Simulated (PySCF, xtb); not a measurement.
B(H)2(OEt) (C₂H₇BO), SMILES BOCC.

xtb with GFN2-xTB at its own geometry gives an orbital gap of 5.82 eV and a dipole moment of 1.95 D.

Coordinates come from a TPSSh-D3(BJ)/def2-SVP optimisation. The structure was generated by enumeration, and PubChem lists no compound with its InChIKey, so it may never have been made. The values are those of a single conformer.

### Question
What does PBE/def2-TZVP run with PySCF give? (The exact figures need the calculation; the answer reports its results.)

### Answer
gap 5.71 eV (levels -7.03 and -1.33 eV), dipole 1.84 D.
